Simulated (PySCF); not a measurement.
Species: C5H12Si2.
Atom-mapped SMILES: `[SiH3:1][CH2:2][SiH:3]1[CH2:4][CH:5]=[CH:6][CH2:7]1` (hydrogens: H8, H9, H10 on Si1; H11, H12 on C2; H13 on Si3; H14, H15 on C4; H16 on C5; H17 on C6; H18, H19 on C7)

All values: B3LYP/def2-SVPD (PySCF, non-relativistic), on one gas-phase PBE0-D3(BJ)/def2-SVP geometry that isn't relaxed in the solvent. The solvent is an IEF-PCM continuum (Bondi radii, 1.10 Å for H, scaled by 1.2). The model holds no explicit solvent molecules, cavitation or dispersion.

Gas phase at B3LYP/def2-SVPD: HOMO -6.84 eV, LUMO 0.16 eV, dipole 0.88 D.

Q: What does the continuum do to the energy, the frontier levels and the dipole at B3LYP/def2-SVPD in benzene and dichloromethane?

A: 
| solvent | ε | E(solvent) − E(gas) (kcal/mol) | polarisation term (kcal/mol) | distortion of the solute (kcal/mol) | HOMO (eV) | LUMO (eV) | dipole (D) |
| --- | --- | --- | --- | --- | --- | --- | --- |
| benzene | 2.271 | -0.74 | -0.78 | 0.04 | -6.77 | 0.24 | 1.01 |
| dichloromethane | 8.93 | -1.44 | -1.60 | 0.16 | -6.75 | 0.27 | 1.17 |

Polarisation term: ½ Σ q·V over the induced surface charges. Distortion: the rise of the solute's own energy as its density leaves the gas-phase optimum. The atom shares or the degeneracy of the LUMO differ from the gas phase in dichloromethane, so that column needn't follow one orbital. From benzene to dichloromethane the lowering changes by a factor 1.95, Onsager's factor (ε − 1)/(2ε + 1) by 1.83 and ε itself by 3.9.

Q: How does the static polarisability (B3LYP/def2-SVPD, frozen core, with the continuum's full static response) change?

A: 
```
         medium  isotropic (au)  principal values (au)  ⟨r²⟩ of the electrons (bohr²)
            gas           111.3     91.7, 109.9, 132.4                         1462.1
        benzene           128.3    106.3, 128.7, 149.8                         1462.3
dichloromethane           147.3    125.2, 150.0, 166.7                         1462.6
```

The isotropic value in dichloromethane is 1.32 times the gas-phase one; no cavity-field correction is applied. ⟨r²⟩ is taken about the centre of nuclear charge.
